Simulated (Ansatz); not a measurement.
Saddle point of AlSiH₅OF₂, closed shell (AlHF₂ ([F][AlH][F]) + SiH₄O ([OH][SiH3]) → AlSiH₃OF₂ ([F][Al]([F])[O][SiH3]) + H₂; bonds formed: H2–H5; dative contacts that become bonds: Al1–O6; bonds broken: Al1–H2, H5–O6), PBE0-D4/def2-TZVP structure:

Al1  (-1.693, 0.050, -0.144)
H2  (-1.494, -1.526, 0.522)
F3  (-2.256, 0.033, -1.687)
F4  (-2.322, 1.127, 0.924)
H5  (-0.470, -1.129, 0.392)
O6  (0.099, -0.159, -0.005)
Si7  (1.701, 0.305, 0.001)
H8  (2.487, -0.735, -0.703)
H9  (2.160, 0.431, 1.403)
H10  (1.788, 1.604, -0.703)
(Å)

Energies are electronic, without zero-point energy. Barriers and step energies count from the start structure reached by relaxing down the imaginary mode; all methods use the PBE0-D4 structures, on which another method's saddle can fall below an end. Program: Ansatz 0.2.0. Basis: def2-TZVPP, with def2-QZVPP for the basis limit. Cores are frozen in the correlated methods. B3LYP uses VWN-RPA correlation. Extrapolation: Hartree–Fock as exp(−7.88 √X), correlation as X^−2.97.

```
      method  barrier (kcal/mol)  step energy (kcal/mol)
       SPW92               12.18                   -4.15
      PBE-D4               14.18                   -7.56
     BLYP-D4                   ?                   -9.34
   r2SCAN-D4               15.48                   -8.93
      B97M-V               18.84                   -6.24
     PBE0-D4                   ?                   -6.99
    B3LYP-D4               17.93                   -8.58
  r2SCAN0-D4               17.84                   -8.17
    BHLYP-D4               21.66                   -7.65
CAM-B3LYP-D4                   ?                   -7.58
     wB97X-V               19.90                   -7.08
     wB97M-V               20.04                   -7.12
      B2PLYP               18.07                   -9.52
    PBE-QIDH               18.54                   -8.08
  RPA on PBE               19.46                   -8.00
          HF               27.51                   -8.54
         MP2               17.85                  -10.36
        CCSD               20.87                   -8.48
     CCSD(T)               19.50                   -8.62
```

Problem. Fill in the withheld barriers. (To be estimated.)

Solution. The calculation gives: PBE0-D4 17.08; BLYP-D4 15.73; CAM-B3LYP-D4 18.96 kcal/mol. Each is the energy of the saddle less that of the start structure, by the same method.

For comparison, the barrier by CCSD(T) at an estimated basis limit (MP2 extrapolated from triple and quadruple zeta, plus CCSD(T) − MP2 in triple zeta) is 19.64 kcal/mol.

T1 diagnostic: at most 0.013.

The step is the kind of ligand exchange by which a precursor binds to a hydroxyl group, or is hydrolysed, in atomic layer deposition of oxides.

Labels in which every atom is bracketed show which atoms are joined, not bond orders.

For scale, one of the runs: CCSD(T)/def2-TZVPP, 247 basis functions, launched by `ansatz run in.yaml --threads 4 --pin off --events-out ev --progress --plain --max-ram 9574MiB`. Hardware: 4 CPU threads of an Arm Neoverse V1, shared host. Wall time 2.7 min; peak host memory 5 GiB.
